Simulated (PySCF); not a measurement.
Correlation energy of Ir⁺ (iridium, charge +1)

[Xe] 4f14 5d8, high-spin 3F determinant (an excited configuration). Calculation: PySCF 2.14, in def2-TZVPPD with the def2 core potential (60 electrons) (6s5p3d2f1g, 59 functions); a scalar-relativistic core potential. Frozen: 5s2 5p6; 8 electrons correlated.

```csv
level,correlation energy (mhartree)
CCSD,-198.61
(T),-7.97
CCSD(T),-206.58
```

Diagnostics: T1 = 0.0036, D1 = 0.0054, largest double amplitude 0.048.

Spin-orbit coupling, absent here, splits the open shell strongly.

Cost of the coupled-cluster step: roughly 2.7 core-seconds, for 8 correlated electrons.
